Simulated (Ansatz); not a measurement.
`C[SiH2][Te][SiH3]` + `O[SiH](F)[SiH3]` → `F[SiH]([SiH3])O[SiH3]` + `C[SiH2][TeH]` at 700 K and 1 bar (ligand exchange at the Si–Te bond).

Computed with Ansatz on PBE0-D4/def2-TZVP structures; ΔE is electronic, products minus reactants. CCSD(T)/CBS adds triple-zeta CCSD(T) − MP2 to the extrapolated MP2 energy (def2 sets, frozen cores). def2 core potentials past Kr. For Te outer-core shells are correlated without core-valence functions, which leaves a few kJ/mol of doubt a bond. Each species was taken in one conformer, which may not be the lowest.

| species | CCSD(T)/CBS energy (Eh) | H − E (kJ/mol) | S (J/(mol·K)) |
| --- | --- | --- | --- |
| `C[SiH2][Te][SiH3]` | -888.79691 | 300.5 | 540.6 |
| `O[SiH](F)[SiH3]` | -756.23815 | 208.1 | 452.3 |
| `F[SiH]([SiH3])O[SiH3]` | -1046.55730 | 274.0 | 558.9 |
| `C[SiH2][TeH]` | -598.49179 | 226.3 | 435.2 |

H − E and S are ideal-gas, rigid-rotor, harmonic terms from PBE0-D4/def2-TZVP, for one conformer and one mirror image of each species. 1 Eh = 2625.50 kJ/mol, R = 8.31446 J/(mol·K).

Task: By hand: ΔE, ΔH, ΔS and ΔG.

Result: ΔE = (-1046.55730) + (-598.49179) − (-888.79691) − (-756.23815) = -0.01403 Eh = -36.8 kJ/mol. Δ(H − E) = 274.0 + 226.3 − 300.5 − 208.1 = -8.3, so ΔH = -45.1 kJ/mol. ΔS = 558.9 + 435.2 − 540.6 − 452.3 = 1.2 J/(mol·K). ΔG = -45.1 − 700 × (1.2)/1000 = -45.9 kJ/mol.

Task: By hand: the equilibrium constant, and the temperature at which ΔG would vanish if ΔH and ΔS stayed fixed.

Result: log₁₀ K = −ΔG/(RT ln 10) = 3.4. ΔH and −TΔS have one sign here, so there is no such temperature.

The number of gas molecules stays the same, so ΔS is small and ΔH decides. A doubt of 5 kJ/mol in ΔE shifts log₁₀ K by 0.4 here. Other conformers and mirror images would add mixing entropy, several J/(mol·K) or more a flexible species. Modes under 60 cm⁻¹, often nearly free rotors, make the harmonic entropy too high. These are equilibria of isolated gas molecules and say nothing of rates. Largest T1 diagnostic: 0.013 (customary marks: 0.02 for closed shells, 0.045 for open ones).

ΔS is within the doubt of such terms, so its sign, and with it that verdict, could turn.
